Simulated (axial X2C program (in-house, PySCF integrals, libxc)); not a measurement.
## Nuclear properties of TaSH

Computed with an axial X2C code built on PySCF integrals: two-component X2C with atomic mean-field Coulomb and Gaunt terms, Gaussian nuclei, basis Ta dyall-v3z, S dyall-av3z, H dyall-v3z with contracted cores.

Ta–S–H held linear, with bonds 2.260 and 1.370 Å (near the PBE0 minimum at charge 0 of the determinant lowest at the starting distance; the state shown can have its own minimum elsewhere, held linear; other orders of the atoms were not compared).

Determinant lowest in the PBE0 search, Ω = 2 (⟨Sz⟩ = 1.97, ⟨Lz⟩ = 0.03 at PBE0), spin on the atoms Ta 1.99, S -0.09, H 0.07:

```tsv
level	Eeff magnitude (GV/cm)	Ws magnitude Ta (kHz)	A∥/gI Ta (MHz)	qzz Ta (a.u.)	A∥/gI S (MHz)	qzz S (a.u.)	A∥/gI H (MHz)	qzz H (a.u.)	μ (D)
PBE0	38.2	18.8	2980	-1.41	95.6	1.48	10.1	0.20	-0.16
HF	42.1	20.9	2370	-3.11	25.8	1.66	6.66	0.20	0.24
B3LYP	39.1	19.3	3090	-1.18	108	1.51	11.2	0.20	-0.35
```

Determinant 0.12 eV from it at PBE0 and this distance, Ω = 1 (⟨Sz⟩ = 1.02, ⟨Lz⟩ = -0.02 at PBE0), spin on the atoms Ta 1.12, S -0.05, H -0.06:

```
level  Eeff magnitude (GV/cm)  Ws magnitude Ta (kHz)  A∥/gI Ta (MHz)  qzz Ta (a.u.)  A∥/gI S (MHz)  qzz S (a.u.)  A∥/gI H (MHz)  qzz H (a.u.)  μ (D)
 PBE0                    40.4                     41            -574           0.29           -194          1.52          -14.8          0.20   1.09
   HF                    66.5                   67.6             152          -1.32           -138          1.63          -7.23          0.20   0.85
B3LYP                    40.2                   40.5           -1450           1.08           -195          1.58          -13.9          0.20   1.00
```

Eeff is the effective electric field on the electron electric dipole moment in this Ω state and Ws the scalar–pseudoscalar constant of the nucleus named (defined with the proton number Z and per Ω); A∥ (defined per Ω) follows by multiplying with gI = μI/(I μN); qzz is the electric field gradient, eQq0 = 234.96 MHz × Q/barn × qzz; μ is positive if the H end (last atom) is positive. The operators were transformed with the bare-nucleus X2C matrices; with these basis sets, hyperfine constants and field gradients can be off by tens of per cent, and where levels differ in sign neither size nor sign is settled.

**Question.** With gI(181Ta) = 0.6773, Q(33S) = -0.0694 barn, gI(1H) = 5.5857 (g factors from the IAEA table of nuclear moments by Stone; Q from Pyykkö, Mol. Phys. 2018), turn the PBE0 values of the first state into constants in MHz.

**Answer.** A∥(181Ta) = 2980 × 0.6773 = 2020 MHz; eQq0(33S) = 234.96 × (-0.0694) × (1.48) = -24.1 MHz; A∥(1H) = 10.1 × 5.5857 = 56.4 MHz.

The molecule was held linear; bending was not examined, so a bent shape may lie lower. Hydrosulfides and their kin are strongly bent in nature, so this linear model does not describe the real molecule.

Each state is one determinant with collinear spin, which with several unpaired electrons need not be a pure state. Unrestricted Hartree–Fock can overshoot spin polarisation at the nuclei. This is the top spin component of a Σ state; components of lower Ω are not single determinants and can lie lower. With several open shells hyperfine constants can be off by a factor of several. Open-shell Ω = 0 determinants with evenly filled partner blocks cannot be reached by this program, so the Ω shown need not be the lowest component. At B3LYP a later determinant lies lower. States lie within half an eV, so the first need not be the ground state. Where a field gradient or hyperfine factor spreads by more than a factor of two over the levels, a constant derived from it is not to be relied on. PBE0 term energies can be off by some tenths of an eV.
